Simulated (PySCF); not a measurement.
TiOF, SMILES [O]=[Ti][F] (connectivity only; charge and spin as stated), neutral, multiplicity 2. Coordinates come from a PBE-D3(BJ)/def2-TZVP optimisation. The multiplicity is an assumed one; other spin states were not compared.

Method: PBE-D3(BJ)/def2-TZVP (PySCF 2.14.0).

Harmonic wavenumbers (cm⁻¹): 219, 679, 1017. Rotational constants (GHz): 28.55, 7.012, 5.629; symmetry number 1.

**Question.** Work out the zero-point energy and the ideal-gas rigid-rotor harmonic-oscillator thermochemistry at 298.15 K and 1 atm.

**Answer.** ZPE = ½ Σ hcν = ½ × 1915 cm⁻¹ = 11.45 kJ/mol. H − E(el) = 23.18 kJ/mol. Entropy in J/(mol K): translation 163.84, rotation 96.95, vibration 9.99, spin 5.76, total 276.54. G − E(el) = -59.27 kJ/mol. Cp = 45.98 J/(mol K).
